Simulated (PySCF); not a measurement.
# Correlation energy of Te (tellurium, neutral)

[Kr] 4d10 5s1 5p5, high-spin 3P determinant (an excited configuration). Computed with PySCF 2.14 in aug-cc-pwCVDZ-PP with ECP28MDF, with a scalar-relativistic core potential. Frozen: 4s2 4p6 4d10; 6 electrons correlated.

```csv
level,correlation energy (mhartree)
CCSD,-156.15
(T),-14.44
CCSD(T),-170.59
```

Diagnostics: T1 = 0.032, D1 = 0.0628, largest double amplitude 0.294.

T1 exceeds 0.03, a sign that the reference determinant is poor. A double-excitation amplitude exceeds 0.15, a sign of near-degeneracy.

Cost of the coupled-cluster step: roughly 0.7 core-seconds, for 6 correlated electrons.

Iterations:

```
CC2 = 0
CCSD nocc = (np.int64(4), np.int64(2)), nmo = (39, 39)
frozen orbitals [[0, 1, 2, 3, 4, 5, 6, 7, 8], [0, 1, 2, 3, 4, 5, 6, 7, 8]]
max_cycle = 100
direct = 0
conv_tol = 1e-08
conv_tol_normt = 1e-06
diis_space = 8
diis_start_cycle = 0
Init t2, MP2 energy = -0.099830812901199
Init E_corr(UCCSD) = -0.0998308129035798
cycle = 1  E_corr(UCCSD) = -0.121688110612179  dE = -0.0218572977  norm(t1,t2) = 0.137247
cycle = 2  E_corr(UCCSD) = -0.132151811361649  dE = -0.0104637007  norm(t1,t2) = 0.101143
cycle = 3  E_corr(UCCSD) = -0.157526032930275  dE = -0.0253742216  norm(t1,t2) = 0.0775687
cycle = 4  E_corr(UCCSD) = -0.150921566078446  dE = 0.00660446685  norm(t1,t2) = 0.0178935
cycle = 5  E_corr(UCCSD) = -0.153330653100653  dE = -0.00240908702  norm(t1,t2) = 0.0194192
cycle = 6  E_corr(UCCSD) = -0.156037062846621  dE = -0.00270640975  norm(t1,t2) = 0.012379
cycle = 7  E_corr(UCCSD) = -0.155332127807333  dE = 0.000704935039  norm(t1,t2) = 0.00684553
cycle = 8  E_corr(UCCSD) = -0.155443869647147  dE = -0.00011174184  norm(t1,t2) = 0.00505724
cycle = 9  E_corr(UCCSD) = -0.1557999196772  dE = -0.00035605003  norm(t1,t2) = 0.00386569
cycle = 10  E_corr(UCCSD) = -0.156229194218273  dE = -0.000429274541  norm(t1,t2) = 0.0023302
cycle = 11  E_corr(UCCSD) = -0.156180524611286  dE = 4.8669607e-05  norm(t1,t2) = 0.00124187
cycle = 12  E_corr(UCCSD) = -0.156129568157527  dE = 5.09564538e-05  norm(t1,t2) = 0.000800193
cycle = 13  E_corr(UCCSD) = -0.156140843611923  dE = -1.12754544e-05  norm(t1,t2) = 0.000429209
cycle = 14  E_corr(UCCSD) = -0.156156411485122  dE = -1.55678732e-05  norm(t1,t2) = 0.000210443
cycle = 15  E_corr(UCCSD) = -0.15615027209767  dE = 6.13938745e-06  norm(t1,t2) = 7.65378e-05
cycle = 16  E_corr(UCCSD) = -0.156149215657342  dE = 1.05644033e-06  norm(t1,t2) = 1.33373e-05
cycle = 17  E_corr(UCCSD) = -0.156149464807113  dE = -2.49149771e-07  norm(t1,t2) = 3.18608e-06
cycle = 18  E_corr(UCCSD) = -0.156149552958507  dE = -8.81513932e-08  norm(t1,t2) = 9.01659e-07
cycle = 19  E_corr(UCCSD) = -0.15614957310684  dE = -2.01483333e-08  norm(t1,t2) = 2.56509e-07
cycle = 20  E_corr(UCCSD) = -0.156149574800409  dE = -1.69356967e-09  norm(t1,t2) = 1.15305e-07
UCCSD converged
E(UCCSD) = -266.7881488219352  E_corr = -0.1561495748004095
UCCSD(T) correction = -0.0144370014337001
```
